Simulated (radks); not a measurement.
Fractional charge and spin in the 5p shell of tantalum: the spin-up occupation runs from 2 to 3 and the spin-down occupation from 2 to 3; the fullest corner is Ta3+, [Kr] 4d10 4f14 5s2 5d(up 1, down 1) 5p(up 3, down 3). Calculated with a radial shooting solver on a logarithmic mesh with Libxc functionals: scalar-relativistic Kohn-Sham, LDA (Slater exchange, Perdew-Wang correlation), spin-polarised, spherical densities, point nucleus. Energy (eV) above the fullest corner. The planes named below are the two flat planes that join the four corners, with an edge along up + down = one added electron.

\begin{tabular}{lrrrrr}
down \ up & 2 & 2.25 & 2.5 & 2.75 & 3 \\ \hline
2 & 166.318 & 141.959 & 118.612 & 96.268 & 74.917 \\
2.25 & 141.959 & 118.667 & 96.376 & 75.076 & 54.755 \\
2.5 & 118.612 & 96.376 & 75.129 & 54.860 & 35.557 \\
2.75 & 96.268 & 75.076 & 54.860 & 35.609 & 17.310 \\
3 & 74.917 & 54.755 & 35.557 & 17.310 & 0.000 \\
\end{tabular}

Corners above the fullest one (they belong to Ta4+ and the next ion): (up 3, down 2) 74.917 eV, (up 2, down 3) 74.917 eV, (up 2, down 2) 166.32 eV. With half an added electron in each spin the energy lies 0.212 eV from the planes, and with half an added electron in spin up alone -2.005 eV. The planes are only a guide here: the flat-plane condition holds for ground states with one frontier orbital, while this shell lies below other occupied shells, so the corners above the fullest one are inner-hole states and not the ground states of those ions.
